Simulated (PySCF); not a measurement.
SMILES N#C[SiH2][GeH3] (CH5GeNSi), PBE0/def2-SVP optimised geometry.

```
9

N      2.62     1.19     0.00
C      1.46     1.19     0.00
Si    -0.40     1.13     0.00
Ge    -1.08    -1.16     0.03
H     -0.86     1.87     1.21
H     -0.86     1.84    -1.23
H     -2.62    -1.22     0.03
H     -0.54    -1.87    -1.22
H     -0.54    -1.84     1.29
```

Density from PBE0/def2-TZVP (PySCF) at that geometry.

Minimum of the electron density along straight lines between bonded atoms, close to the bond critical point (lines longer than 1.1 times the sum of covalent radii, or with two minima, are not listed):

```csv
bond,length / Å,ρ at the minimum / e bohr⁻³,∇²ρ there / e bohr⁻⁵,position (fraction from the first atom)
N1–C2,1.160,0.489,[?],0.66
C2–Si3,1.861,[?],0.30,0.61
Si3–Ge4,2.385,0.090,[?],0.49
Si3–H5,1.491,0.121,0.14,0.49
Si3–H6,1.491,0.121,0.14,0.49
Ge4–H7,1.539,0.132,0.06,0.59
Ge4–H8,1.537,0.133,0.05,0.59
Ge4–H9,1.537,0.133,0.05,0.59
```

Problem. Complete the blanks.

Solution. 
- N1–C2, ∇²ρ there / e bohr⁻⁵: -0.15
- C2–Si3, ρ at the minimum / e bohr⁻³: 0.110
- Si3–Ge4, ∇²ρ there / e bohr⁻⁵: -0.13
